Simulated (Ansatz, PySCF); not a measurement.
Acid–base and redox partners of c1ccsc1. Isolated molecules, 0 K electronic values unless said otherwise. One relaxed conformer stands for each flexible species; it need not be the lowest. Strings in code marks are SMILES.

Quantity: electronic energy of isomers of C4H3S, doublet states, relative to `[c]1ccsc1`, in kcal/mol. HF references are unrestricted for open shells and restricted for singlets.

Level 1: TPSSh-D3(BJ)/def2-TZVP // B3LYP-D3(BJ)/def2-TZVP (PySCF)
Level 2: B3LYP/6-31G* // B3LYP-D3(BJ)/def2-TZVP (PySCF)
Level 3: PBE/6-31G* // B3LYP-D3(BJ)/def2-TZVP (PySCF)
Level 4: HF/cc-pVTZ // B3LYP-D3(BJ)/def2-TZVP (Ansatz, an electronic-structure program)

```
species      level 1  level 2  level 3  level 4
-----------  -------  -------  -------  -------
`[c]1cccs1`     2.71     2.83     3.12     1.46
```
